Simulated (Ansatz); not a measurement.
CH2BrClO, SMILES `OC(Cl)Br` at its PBE0-D4/def2-TZVP geometry, where that method's forces vanish. Total charge 0; spin multiplicity 1.

```tsv
atom	x (Å)	y (Å)	z (Å)
O1	0.132	-0.840	0.806
C2	0.156	0.281	0.058
Cl3	-1.420	1.110	0.001
Br4	0.762	-0.062	-1.783
H5	-0.508	-1.462	0.438
H6	0.877	0.973	0.480
```

Q: For each bond, give half the difference of the two atoms' forces along it (eV/Å; positive pushes the atoms apart) under PBE-D4, r2SCAN-D4, B3LYP-D4, ωB97M-V in def2-TZVPP. (Estimate.)

A: Ansatz gave: 
```tsv
bond	length (Å)	PBE-D4	r2SCAN-D4	B3LYP-D4	ωB97M-V
O1–C2	1.348	0.26	0.11	0.22	0.36
O1–H5	0.965	0.39	0.02	-0.05	-0.12
C2–Cl3	1.781	0.24	0.21	0.29	0.04
C2–Br4	1.968	0.27	0.24	0.27	-0.12
C2–H6	1.085	0.06	-0.14	-0.27	-0.21
```

B3LYP here is the variant with VWN-RPA as its local correlation; programs differ in this.
